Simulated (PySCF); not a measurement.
## Structure elucidation problem

Molecular formula: C$_{6}$H$_{13}$NSi$_{2}$. Simulated spectra:

¹H NMR (300 MHz, computed): δ 6.76 (m, 1H), 6.58 (m, 1H), 6.22 (d, 1H), 5.67 (m, 1H), 5.58 (m, 1H), 5.20 (m, 1H), 5.15 (m, 1H), 4.73 (s, 6H).

¹³C{¹H} NMR (computed): δ 162.7 (C), 144.8 (CH), 140.7 (CH), 139.4 (CH), 126.9 (CH2), 117.4 (CH2).

Fast rotation and ring inversion assumed for equivalent nuclei, a single conformation, relativity neglected, no solvent model. GFN2-xTB geometry; σ from GIAO-PBE0/pcSseg-1; PySCF 2.14.

δ = σ(ref) − σ, references computed at the same level: ¹H (σref 31.72) and ¹³C (σref 186.93) vs TMS.

Q: Deduce the structure.

A: 
Rings plus π bonds: 3 (no ring in the answer). 6 carbon signals for 6 carbons: no two carbons are equivalent. Carbon types of the structure: 1 × C, 3 × CH, 2 × CH2, leaving 6 H on heteroatoms. δC 162.7: alkene carbon bearing nitrogen; an sp2 carbon further deshielded by the attached heteroatom. δC 144.8, 140.7, 139.4: alkene CH; the olefinic region. δC 126.9: terminal =CH2 carbon; the olefinic region. δC 117.4: β carbon of an enol-ether or enamine type C=C. δH 6.76, 6.58, 6.22: hydrogen on an alkene CH; a vinylic proton, deshielded by the sp2 carbon and the C=C anisotropy. δH 5.67, 5.58: hydrogen on a terminal =CH2 carbon; olefinic region. δH 5.20, 5.15: hydrogen on a β carbon of an enol-ether or enamine type C=C; attached to an sp2 carbon and in the plane of the double bond.

The compound is `C=C/C=C/C(=C)N([SiH3])[SiH3]`.

The data come from this structure; uniqueness wasn't tested.

Shifts are as computed. Against solution values, carbons near 30 ppm lie about +3 ppm off and those near 130 ppm about +5 ppm. Of 1211 compounds with measured shifts, 218 miss one by over three times the rms of a fit or turn the order of signals round; such compounds aren't used in these exercises. No couplings were computed; multiplicities are counted from neighbouring protons, with m where these are inequivalent, close in shift, in a saturated or five-membered ring or joined by F or P, and br s for small geminal =CH2 splittings.
